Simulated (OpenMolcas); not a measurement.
**Re³⁺: terms and fine structure**

```json
{
  "Program": "OpenMolcas 26.06",
  "Method": "SS-CASPT2, IPEA 0.25 Eh, imaginary shift 0.1 Eh (closed shells correlated: 5s 5p)",
  "Basis": "ANO-RCC-VTZP [8s7p5d3f2g1h]",
  "Scalar Hamiltonian": "DKH2, point nucleus",
  "Active space": "4 electrons in 5 orbitals (5d)",
  "State averaging": "2S+1 = 5 even, 5 roots; 2S+1 = 3 even, 45 roots; 2S+1 = 1 even, 50 roots",
  "Spin-orbit coupling": "RASSI with atomic mean-field integrals over the reference wave functions, term energies averaged over their components"
}
```

Spin-free terms above the lowest, with the occupations of the reference:

| Configuration | Term | E (cm⁻¹) | Occupations |
| --- | --- | --- | --- |
| 5d⁴ | ⁵D | 0.0 | 5d 4.00 |
| 5d⁴ | ³P(1) | 14080 | 5d 4.00 |
| 5d⁴ | ³H | 14560 | 5d 4.00 |
| 5d⁴ | ³F(1) | 15680 | 5d 4.00 |
| 5d⁴ | ³G | 17650 | 5d 4.00 |
| 5d⁴ | ³D | 21890 | 5d 4.00 |
| 5d⁴ | ¹I | 21910 | 5d 4.00 |
| 5d⁴ | ¹G(1) | 22760 | 5d 4.00 |
| 5d⁴ | ¹D(1) | 25060 | 5d 4.00 |
| 5d⁴ | ¹S(1) | 25890 | 5d 4.00 |
| 5d⁴ | ¹F | 30020 | 5d 4.00 |
| 5d⁴ | ³P(2) | 36490 | 5d 4.00 |
| 5d⁴ | ³F(2) | 37090 | 5d 4.00 |
| 5d⁴ | ¹G(2) | 41930 | 5d 4.00 |
| 5d⁴ | ¹D(2) | 55870 | 5d 4.00 |
| 5d⁴ | ¹S(2) | 72760 | 5d 4.00 |

With spin-orbit coupling, above the lowest level:

```tsv
Configuration	Term	J	E (cm⁻¹)	Measured (cm⁻¹)	g	Term weight %	Second
5d⁴	⁵D	0	0.0	0.0		69	28 ³P(1)
5d⁴	⁵D	1	3080	3084	1.500	86	13 ³P(1)
5d⁴	⁵D	2	6040	5979	1.483	93	3 ³P(1)
5d⁴	⁵D	3	8480	8350	1.469	91	5 ³F(1)
5d⁴	⁵D	4	10370	10121	1.436	78	17 ³F(1)
5d⁴	³P(1)	0	15570			58	30 ⁵D
5d⁴	³H	4	18150	16946	0.948	58	15 ³G
5d⁴	³P(1)	1	20920	19340	1.424	81	11 ⁵D
5d⁴	³G	3	21370	19817	0.906	59	30 ³F(1)
5d⁴	³F(1)	2	21680	19851	0.785	72	17 ¹D(1)
5d⁴	³H	5	22240	20930	1.070	78	22 ³G
5d⁴	³H	6	24210	22896	1.132	79	21 ¹I
5d⁴	³G	4	25890		1.068	34	29 ³F(1)
5d⁴	³P(1)	2	26330		1.356	61	32 ³D
5d⁴	³G	4	27670		1.104	36	30 ¹G(1)
5d⁴	³F(1)	3	28440	26476	1.058	56	17 ³G
5d⁴	³D	3	30250	28526	1.194	63	18 ³G
5d⁴	¹D(1)	2	31340		1.107	29	27 ³D
5d⁴	³G	5	31750	30052	1.164	78	22 ³H
5d⁴	³D	1	33580	31543	0.590	91	6 ³P(1)
5d⁴	¹I	6	34030	32396	1.035	79	21 ³H
5d⁴	¹G(1)	4	38300		1.062	52	17 ³F(1)
5d⁴	¹S(1)	0	38660	36484		80	14 ³P(1)
5d⁴	¹D(1)	2	38720		1.113	34	26 ³D
5d⁴	¹F	3	41010	38458	1.050	70	17 ³D
5d⁴	³P(2)	2	44890		1.393	81	8 ¹D(1)
5d⁴	³F(2)	4	47530	44726	1.193	70	15 ¹G(2)
5d⁴	³F(2)	2	49130		0.764	76	11 ¹D(1)
5d⁴	³F(2)	3	49930	46525	1.075	84	14 ¹F
5d⁴	³P(2)	1	50240	45947	1.488	98	
5d⁴	³P(2)	0	52830			89	6 ¹S(1)
5d⁴	¹G(2)	4	53920		1.041	81	16 ³F(2)
5d⁴	¹D(2)	2	66950		1.001	95	
5d⁴	¹S(2)	0	84310			95	4 ³P(2)
```

Against the 20 measured excited levels shown (the list in Brasseur, Gamrath and Quinet, At. Data Nucl. Data Tables 157, 101636 (2024)) the mean absolute deviation is 1700 cm-1; the largest miss in energy is 5d⁴ ³P₁(2): computed 50240, measured 45947 cm⁻¹ (+9.3 %).

Spin-orbit coupling puts the lowest level 10071 cm⁻¹ below the lowest spin-free term.

A least-squares Racah fit to the terms below 60000 cm-1, each weighted by 2L + 1 and with a free common offset, gives B = 671 cm-1 and C = 2849 cm-1 (C/B = 4.25), with an rms deviation of 749 cm-1.

Term energies are means over components that CASPT2 splits; among the terms shown or strongly mixed into the levels shown the widest spread is 370 cm-1 (5d⁴ ¹G(2)). The CASPT2 spread within a term exceeds the gap to the next term for 5d⁴ ³D and 5d⁴ ¹I, so the order of their levels is uncertain. Measured partners are found by configuration, term and J. A level has none where our copy of the source lacks it or the pairing is in doubt (some pairs that miss far off the trend of their configuration count as doubtful), and it then counts in no deviation. Levels of configurations outside the active space are missing.

The CASPT2 steps took 40 s on 1 thread of Arm Neoverse V2 (shared host); the integral step is not counted.

The term weight is that of the spin-free term in the level, not the purity of its configuration. A number in round brackets counts repeated terms of one configuration in the order of the reference energies.
